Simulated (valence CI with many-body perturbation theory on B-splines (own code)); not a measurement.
Values are calculated unless marked as measured or tabulated.
## From CI to CI+MBPT in Tl LXXVII

Method: valence CI with perturbative core correlation (CI+MBPT): three valence electrons over a frozen Dirac-Fock core [He], a basis of 11 s, 11 p, 9 d, 7 f, 5 g, 2 h, 1 i functions for each j, with the one-electron correlation potential Σ1, the two-electron term Σ2, the three-electron term Σ3, Breit, model QED; selected CI, second order for the rest (own B-spline code, finite nucleus).

No measured spectrum was set against this ion. As an estimate, large intervals hold to a few tenths of a per cent, small ones and those within an open d or f shell to about a per cent.

Each rung adds one term. CI alone is the Dirac-Coulomb CI over the frozen core; QED comes last and gives the full result, which names the levels. Energies are above (2s^2 2p1/2) J=1/2 on the same rung, in Ry.

Levels are named by their leading jj configuration (3d3/2^4 stands for four electrons in 3d with j = 3/2), which in mixed levels can hold well under half, so a name can repeat and another be missing. Letters in brackets count levels of one name in rising energy.

| Level | CI alone | Σ1 | Σ2 | Σ3 | Breit | QED | Full |
| --- | --- | --- | --- | --- | --- | --- | --- |
| (2s 2p1/2^2) J=1/2 | 23.32 | -0.030 | -0.015 | -0.002 | +2.046 | -1.871 | 23.45 |
| (2s^2 2p3/2) J=3/2 | 165.28 | +0.021 | -0.002 | -0.002 | -2.137 | +0.135 | 163.30 |
| (2s 2p1/2 2p3/2) J=3/2 [a] | 181.91 | -0.009 | -0.007 | 0.000 | -0.278 | -1.703 | 179.92 |
| (2s 2p1/2 2p3/2) J=5/2 | 186.11 | -0.009 | -0.010 | -0.002 | -1.357 | -1.704 | 183.03 |
| (2s 2p1/2 2p3/2) J=1/2 | 191.17 | -0.009 | -0.027 | -0.005 | -0.218 | -1.710 | 189.20 |
| (2s 2p1/2 2p3/2) J=3/2 [b] | 191.86 | -0.009 | -0.021 | -0.006 | -0.797 | -1.709 | 189.32 |
| (2p1/2^2 2p3/2) J=3/2 | 215.68 | -0.038 | -0.040 | -0.006 | +1.423 | -3.542 | 213.48 |
| (2s 2p3/2^2) J=5/2 | 349.06 | +0.013 | -0.007 | -0.003 | -3.013 | -1.537 | 344.52 |
| (2s 2p3/2^2) J=1/2 | 357.12 | +0.013 | -0.009 | -0.006 | -1.942 | -1.541 | 353.64 |
| (2s 2p3/2^2) J=3/2 | 357.86 | +0.013 | -0.025 | -0.006 | -2.625 | -1.544 | 353.67 |
| (2p1/2 2p3/2^2) J=3/2 | 376.82 | -0.017 | -0.035 | -0.006 | -0.752 | -3.417 | 372.59 |
| (2p1/2 2p3/2^2) J=5/2 | 379.47 | -0.017 | -0.032 | -0.006 | -1.761 | -3.417 | 374.23 |
| (2p1/2 2p3/2^2) J=1/2 | 383.03 | -0.017 | -0.029 | -0.006 | -0.433 | -3.417 | 379.13 |
| (2p3/2^3) J=3/2 | 545.60 | +0.005 | -0.026 | -0.006 | -2.873 | -3.255 | 539.44 |
| (2s^2 3s) J=1/2 | 970.64 | +0.041 | -0.005 | -0.006 | -2.876 | +0.413 | 968.21 |
| (2s^2 3p1/2) J=1/2 | 978.35 | +0.034 | -0.006 | -0.006 | -2.356 | -0.158 | 975.86 |
| (2s 2p1/2 3s) J=1/2 [a] | 986.51 | +0.011 | -0.005 | -0.006 | -1.162 | -1.410 | 983.94 |
| (2s 2p1/2 3s) J=3/2 | 989.31 | +0.011 | -0.012 | -0.006 | -1.688 | -1.419 | 986.19 |
| (2s 2p1/2 3s) J=1/2 [b] | 991.71 | +0.011 | -0.008 | -0.006 | -1.422 | -1.425 | 988.86 |

The middle columns are the shifts that each term adds.

(1) How does the ionisation energy move along the ladder, and which term matters most?

Results:

(1) CI alone 23296, + Σ1 23296, + Σ2 23296, + Σ3 23296, + Breit 23250, + QED 23248 eV. The largest step is Breit, -46 eV. NIST lists 23250 ± 110 eV (theoretical).
